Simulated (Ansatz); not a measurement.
Basis-set series for C$_{5}$H$_{3}$F$_{5}$ (`FC1=C(F)C(F)(F)C(F)C1`). Charge 0, multiplicity 1. Geometry: relaxed with PBE0-D4/def2-TZVP.

| functional | basis | functions | energy (Eh) | HOMO (eV) | LUMO (eV) |
| --- | --- | --- | --- | --- | --- |
| PBE0-D4 | def2-SVP | 155 | -690.30403 | -7.91 | -0.24 |
| PBE0-D4 | def2-QZVPP | 660 | -691.15871 | -8.04 | -0.40 |
| ωB97M-V | def2-SVP | 155 | -690.79216 | -10.10 | 2.02 |
| ωB97M-V | def2-QZVPP | 660 | -691.66403 | -10.28 | 1.66 |

(1) Give the rows for def2-TZVPP. (Best estimate.)

Results:

(1) The calculation gave: 
| functional | basis | functions | energy (Eh) | HOMO (eV) | LUMO (eV) |
| --- | --- | --- | --- | --- | --- |
| PBE0-D4 | def2-TZVPP | 352 | -691.12378 | -8.00 | -0.33 |
| ωB97M-V | def2-TZVPP | 352 | -691.63123 | -10.23 | 1.88 |

Positive LUMOs are unbound and depend on the basis.

Computed with Ansatz.
